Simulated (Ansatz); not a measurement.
CH5Si, SMILES C[SiH2] (connectivity only; charge and spin as stated), charge +1, multiplicity 1.

Geometry: B3LYP-D3(BJ)/def2-TZVP. The spin state was assumed, not searched. The isomer is the one that the SMILES or the coordinates give; other isomers of the formula were not compared.

Two levels are set side by side: PBE/def2-TZVPD (Ansatz, an electronic-structure program) and PBE0/def2-TZVPD (Ansatz). Energy differences of separate SCF runs at the same geometry; the states with an electron removed or added have multiplicity 2 and 2. Differences are taken from unrounded values.

```csv
quantity,PBE
vertical ionisation energy (eV),18.66
vertical electron affinity (eV),7.08
vertical singlet–triplet gap (eV),4.68
```

### Question
These are the PBE values. What does PBE0 give? (An estimate is asked for; the answer gives what the named calculation found.)

### Answer

```tsv
quantity	PBE0	PBE minus PBE0
vertical ionisation energy (eV)	18.81	-0.15
vertical electron affinity (eV)	7.09	0.00
vertical singlet–triplet gap (eV)	4.87	-0.19
```
